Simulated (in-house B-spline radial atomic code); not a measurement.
A fraction x of an electron is removed from 4p in Xe II (Xe+), starting from [Kr] 4d10 5s2 5p5 and keeping the highest spin. Computed with an all-electron radial atomic-structure program (B-spline basis): scalar-relativistic (X2C) r2SCAN0, spin-polarised, spherical fractional occupations, Fermi nucleus of rms radius 4.7859 fm.

Caution: exact exchange at fractional occupations of open shells leaves self-interaction of up to several eV.

```csv
x,E(x) - E(0) (eV),4p down level (eV)
0,0.0000,-160.438
0.11,17.7459,-162.218
0.15,?,?
0.27,43.9099,-164.838
0.4,65.4786,-166.991
0.5,?,?
0.54,89.0211,-169.334
0.7,116.3306,-172.040
0.81,135.3581,-173.917
0.99,166.9417,-177.018
1,168.7128,-177.191
```

Question: What belongs in the row x = 0.15?

Answer: An energy change of 24.2477 eV; 4p down at -162.870 eV.

Question: What belongs in the row x = 0.5?

Answer: An energy change of 82.2611 eV; 4p down at -168.662 eV.

Question: Check Janak's theorem between x = 0.27 and 0.4.

Answer: The slope of the energy is 165.91 eV; the orbital levels give 165.91 eV (-ε of the emptying orbital, averaged over the two points).
